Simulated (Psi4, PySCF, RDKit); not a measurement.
Conformational energy of SMILES CC(C)C[Si](Cl)(Cl)Cl. Scanned: dihedral C1–C2–C4–Si5; all other coordinates were relaxed at GFN2-xTB. Heavy atoms are numbered in the order of the SMILES CC(C)C[Si](Cl)(Cl)Cl, hydrogens after them in the order of the atoms that carry them; the mirror image has the same energies with the sign of each dihedral reversed.

PBE0-D3(BJ)/def2-SVP // GFN2-xTB (Psi4); RHF/LANL2DZ = restricted Hartree-Fock/LANL2DZ, with its core potentials past Ne // GFN2-xTB run with PySCF; UFF // GFN2-xTB (RDKit).

Energies in kcal/mol, each method relative to its own lowest point.

| φ / ° | PBE0-D3(BJ)/def2-SVP | RHF/LANL2DZ | UFF |
|---|---|---|---|
| -150 | 0.8 | 0.7 | 0.7 |
| -120 | 2.1 | 1.7 | 2.5 |
| -90 | 1.0 | 0.9 | 0.9 |
| -60 | 0.0 | 0.0 | 0.0 |
| -30 | 2.1 | 2.6 | 4.7 |
| 0 | 4.4 | 5.3 | 8.9 |
| 30 | 2.1 | 3.5 | 4.8 |
| 60 | 1.3 | 2.9 | 2.4 |
| 90 | 1.5 | 2.9 | 3.7 |
| 120 | 4.3 | 5.3 | 8.8 |
| 150 | 2.6 | 3.1 | 5.6 |
| 180 | 0.1 | 0.1 | 0.2 |
